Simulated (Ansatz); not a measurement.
This geometry of ClH3S2Si (7 atoms, charge 0, multiplicity 1) is a first-order saddle point.

All numbers below come from Ansatz 0.2.0, RKS PBE0-D4/def2-SVP.

```xyz
7
Properties=species:S:1:pos:R:3
S -1.054 1.742 -1.065
S -0.088 -0.062 -1.478
Si 0.767 -0.516 0.454
Cl 0.219 -2.428 1.015
H -2.276 1.232 -0.781
H 2.253 -0.506 0.378
H 0.240 0.469 1.432
```

Which two structures does it join? (They come from a converged band through this point; their orientation in space is the band's.)

No bond is made or broken. The dihedral S1–S2–Si3–H7 goes from -54 to 62°.

Initial state:

```xyz
7
Properties=species:S:1:pos:R:3
S -1.641 1.241 -0.804
S 0.218 0.533 -1.461
Si 0.909 -0.221 0.420
Cl -0.254 -1.811 1.044
H -2.305 0.063 -0.892
H 2.297 -0.704 0.181
H 0.837 0.831 1.466
```

Final state:

```xyz
7
Properties=species:S:1:pos:R:3
S -0.173 1.701 -1.359
S -0.670 -0.337 -1.350
Si 0.385 -0.676 0.493
Cl 0.189 -2.683 0.940
H -1.262 2.150 -0.687
H 1.825 -0.349 0.334
H -0.233 0.125 1.584
```

How far does it lie above each of them?

0.131 eV above the first and 0.098 eV above the second. This is the barrier of this one path; another mechanism may lie lower.

Time of the run: 110 s on 1 thread of Intel(R) Xeon(R) Processor @ 2.70GHz (shared host), peak memory 0.2 GiB.
